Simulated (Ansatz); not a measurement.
`N[CH2][GeH3]` + H₂S → `S[CH2][GeH3]` + NH₃ at 400 K and 1 bar (substitution at a C–N bond).

Computed with Ansatz on PBE0-D4/def2-TZVP structures; ΔE is electronic, products minus reactants. CCSD(T)/CBS adds triple-zeta CCSD(T) − MP2 to the extrapolated MP2 energy (def2 sets, frozen cores). This one scheme is used for every species. For Ge outer-core shells are correlated without core-valence functions, which leaves a few kJ/mol of doubt a bond. Scalar relativity is left out up to krypton. One conformer a species, not always the lowest.

```
       species  CCSD(T)/CBS energy (Eh)  H − E (kJ/mol)  S (J/(mol·K))
`N[CH2][GeH3]`              -2173.05667           230.8          336.6
           H₂S               -398.97279            53.4          215.9
`S[CH2][GeH3]`              -2515.53503           184.7          349.2
           NH₃                -56.50880           104.2          203.1
```

H − E and S are ideal-gas, rigid-rotor, harmonic terms from PBE0-D4/def2-TZVP, for one conformer and one mirror image of each species. 1 Eh = 2625.50 kJ/mol, R = 8.31446 J/(mol·K).

By hand: ΔE, ΔH, ΔS and ΔG.

ΔE = (-2515.53503) + (-56.50880) − (-2173.05667) − (-398.97279) = -0.01437 Eh = -37.7 kJ/mol. Δ(H − E) = 184.7 + 104.2 − 230.8 − 53.4 = 4.7, so ΔH = -33.0 kJ/mol. ΔS = 349.2 + 203.1 − 336.6 − 215.9 = -0.2 J/(mol·K). ΔG = -33.0 − 400 × (-0.2)/1000 = -32.9 kJ/mol.

By hand: the equilibrium constant, and the temperature at which ΔG would vanish if ΔH and ΔS stayed fixed.

log₁₀ K = −ΔG/(RT ln 10) = 4.3. ΔG = 0 at ΔH/ΔS = 165000 K, far beyond where these terms or the molecules hold.

The number of gas molecules stays the same, so ΔS is small and ΔH decides. A doubt of 5 kJ/mol in ΔE shifts log₁₀ K by 0.7 here. Other conformers and mirror images would add mixing entropy, several J/(mol·K) or more a flexible species. These are equilibria of isolated gas molecules and say nothing of rates. Largest T1 diagnostic: 0.011 (customary marks: 0.02 for closed shells, 0.045 for open ones).
